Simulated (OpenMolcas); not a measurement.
**O III: the spin-orbit constant, worked from levels**

```
Program             : OpenMolcas
Basis               : ANO-RCC-VDZP [3s2p1d]
Scalar Hamiltonian  : DKH2, point nucleus
Active space        : 4 electrons in 4 orbitals (2s 2p)
State averaging     : 2S+1 = 3 even, 6 roots; 2S+1 = 1 even, 11 roots; 2S+1 = 5 odd, 1 root; 2S+1 = 3 odd, 9 roots; 2S+1 = 1 odd, 8 roots
Spin-orbit coupling : RASSI with atomic mean-field integrals over the reference wave functions, term energies averaged over their components
```

Methods: CASSCF; MS-CASPT2, IPEA 0.25 Eh, imaginary shift 0.1 Eh (closed shells correlated: 1s).

**The spin-orbit constant.** For the Hund term 3P of p2, E(J) = (A/2) J(J+1) + constant and ζ = 2S·A = 2A. From J = 0 to J = 2 the energy changes by 3 A.

| Source | E(2) - E(0) | A | ζ |
| --- | --- | --- | --- |
| CASSCF | 294.7 | 98.2 | 196 |
| MS-CASPT2 | 295.2 | 98.4 | 197 |

All in cm-1. Both methods take the spin-orbit matrix elements from the reference wave functions, so the second can move ζ only through the term energies and any multistate remixing. Second-order mixing with other terms is absorbed into this ζ.

Only configurations of the active space appear.
